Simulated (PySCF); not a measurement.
Compound: C4H8OSi2.
Atom-mapped SMILES: `[SiH3:1][O:2][SiH:3]1[CH:4]=[CH:5][CH:6]=[CH:7]1` (hydrogens: H8, H9, H10 on Si1; H11 on Si3; H12 on C4; H13 on C5; H14 on C6; H15 on C7)

Computed with PySCF at wB97X-D/def2-SVPD, non-relativistic, on one gas-phase PBE0-D3(BJ)/def2-SVP geometry that isn't relaxed in the solvent. The solvent is an IEF-PCM continuum (Bondi radii, 1.10 Å for H, scaled by 1.2), and excitations are vertical TDDFT with non-equilibrium linear response and a frozen core. Specific hydrogen bonds and non-electrostatic terms are outside this model.

Gas-phase singlets (H = HOMO, L = LUMO):

```csv
state,E (eV),λ (nm),f,leading configurations
S1,4.233,293,0.042,H→L 98%
S2,5.303,234,0.004,"H-1→L 83%, H-4→L 14%"
S3,5.718,217,0.007,H-2→L 86%
S4,6.829,182,0.019,"H→L+4 34%, H-3→L 31%"
S5,6.887,180,0.000,"H→L+2 52%, H→L+3 37%"
```

Task: What are the lowest 5 singlets in chloroform (ε = 4.711)?

Result: 
| state | E (eV) | λ (nm) | f | leading configurations | change by rank (eV) |
| --- | --- | --- | --- | --- | --- |
| S1 | 4.180 | 297 | 0.056 | H→L 98% | -0.053 |
| S2 | 5.283 | 235 | 0.004 | H-1→L 85%, H-4→L 12% | -0.020 |
| S3 | 5.706 | 217 | 0.010 | H-2→L 87% | -0.012 |
| S4 | 6.828 | 182 | 0.032 | H→L+3 32%, H-3→L 31% | -0.001 |
| S5 | 6.867 | 181 | 0.000 | H→L+2 43%, H→L+4 37% | -0.020 |

Task: The ground-state energy changes by -0.064 eV from gas to chloroform. By how much does the total energy of gas-phase S1 change?

Result: E(S1) = E(S0) + excitation energy, so it changes by -0.064 − 0.053 = -0.117 eV: it is lowered more than the ground state, which is what a red shift means. This is the vertical state, with the slow part of the continuum still set for S0.

Task: How do the frontier levels move from gas to chloroform?

Result: 
| orbital | gas (eV) | solvent (eV) | change (eV) | Löwdin shares, gas | Löwdin shares, solvent |
| --- | --- | --- | --- | --- | --- |
| LUMO+2 | 2.23 | 2.27 | +0.04 | Si1 36 %, H8 8 %, Si3 7 %, H9 7 % | Si1 39 %, H8 10 %, H9 8 %, H10 8 % |
| LUMO+1 | 2.12 | 2.14 | +0.02 | Si1 32 %, Si3 12 %, O2 11 %, H8 10 % | Si1 31 %, Si3 14 %, O2 12 %, H8 9 % |
| LUMO | -0.08 | -0.03 | +0.05 | C6 18 %, C5 18 %, C7 18 %, C4 18 % | C6 18 %, C5 18 %, C7 18 %, C4 18 % |
| HOMO | -8.72 | -8.67 | +0.05 | C7 26 %, C4 26 %, C5 18 %, C6 18 % | C7 26 %, C4 26 %, C5 18 %, C6 18 % |
| HOMO-1 | -10.24 | -10.20 | +0.04 | O2 25 %, C4 16 %, C7 13 %, Si3 12 % | O2 23 %, C4 17 %, C7 14 %, Si3 13 % |
| HOMO-2 | -10.40 | -10.38 | +0.02 | O2 25 %, Si3 16 %, H11 14 %, C7 9 % | O2 24 %, Si3 16 %, H11 14 %, C7 9 % |
| HOMO-3 | -11.23 | -11.21 | +0.02 | Si1 16 %, H8 13 %, O2 10 %, Si3 10 % | Si1 16 %, H8 14 %, O2 11 %, C6 10 % |

The HOMO–LUMO gap goes from 8.64 to 8.64 eV.

The values belong to the conformer `[SiH3:1][O:2][SiH:3]1[CH:4]=[CH:5][CH:6]=[CH:7]1`: Si1–O2–Si3–C4 -59°.

The pairwise dispersion term of wB97X-D wasn't added to the energies; at a given geometry it leaves orbitals and properties as they are.
